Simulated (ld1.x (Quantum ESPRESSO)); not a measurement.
## Which change was made? (Cl, TM)

* Element: chlorine
* Generator: ld1.x (Quantum ESPRESSO) 7.5
* Type: norm-conserving Troullier–Martins (Kleinman–Bylander form)
* Functional: PBE
* Relativity: fully relativistic
* Frozen core: [He]
* Valence charge: 15
* Reference configuration: 2s2 2p6 3s2 3p2 (charge +3)
* Partial waves: 2s (bound): rc 0.45 bohr; 2p (bound): rc 0.50 bohr; 3d channel at -0.1 Ry: rc 0.45 bohr
* Local potential: all-electron potential smoothed inside 0.50 bohr (lloc = -1)
* Core correction: none

Open shells are filled in proportion to 2j + 1 (rel_dist='average').

Occupied shells without a wave of their own: 3p, 3s. They enter only through the test configuration that unscreens the potential.

Cutoffs, loose and tight: the cutoffs (Ry, on a coarse ladder) from which the occupation-weighted sum of valence levels, in a spherical-Bessel basis at the reference potential, stays within 10 and 1 mRy of its value at 400 Ry. They do not see the model core or the augmentation charge, which bear on the density cutoff. Test errors are all-electron minus pseudo excitation energies from the reference, over the configurations 2s2 2p6 3s2 3p5; 2s2 2p6 3s2 3p4; 2s2 2p6 3s2 3p3; 2s2 2p6 3s1 3p5; 2s2 2p5 3s2 3p5; 2s1 2p6 3s2 3p5; 2s2 2p6 3s2 3p4.5; variants that change the core or the reference have their own tests.

The base gives: outcome: generated, misses its reference levels by 0.19 eV; bound ghosts: not determined; largest test error (meV): -622.

(1) After one change the result is: outcome: generated, misses its reference levels by 0.29 eV; bound ghosts: none; largest test error (meV): -1019. Which change was it?
A. all radii scaled by about 1.39 (s 0.62, p 0.70, d 0.62 bohr); local potential all-electron potential smoothed inside 0.70 bohr (lloc = -1)
B. all radii scaled by about 1.11 (s 0.50, p 0.56, d 0.50 bohr); local potential all-electron potential smoothed inside 0.56 bohr (lloc = -1)
C. all radii scaled by about 1.24 (s 0.56, p 0.62, d 0.56 bohr); local potential all-electron potential smoothed inside 0.62 bohr (lloc = -1)
D. all radii scaled by about 0.76 (s 0.34, p 0.38, d 0.34 bohr); local potential all-electron potential smoothed inside 0.38 bohr (lloc = -1)

Results:

(1) B. The others give: all radii scaled by about 1.39 (s 0.62, p 0.70, d 0.62 bohr); local potential all-electron potential smoothed inside 0.70 bohr (lloc = -1) → outcome: failed: run_pseudo: Errors in PS-KS equation | all radii scaled by about 1.24 (s 0.56, p 0.62, d 0.56 bohr); local potential all-electron potential smoothed inside 0.62 bohr (lloc = -1) → outcome: generated, misses its reference levels by 0.45 eV; cutoff, loose: over 300 Ry; cutoff, tight: over 300 Ry; bound ghosts: none; largest test error (meV): -1639 | all radii scaled by about 0.76 (s 0.34, p 0.38, d 0.34 bohr); local potential all-electron potential smoothed inside 0.38 bohr (lloc = -1) → outcome: generated; bound ghosts: not determined; largest test error (meV): -209.
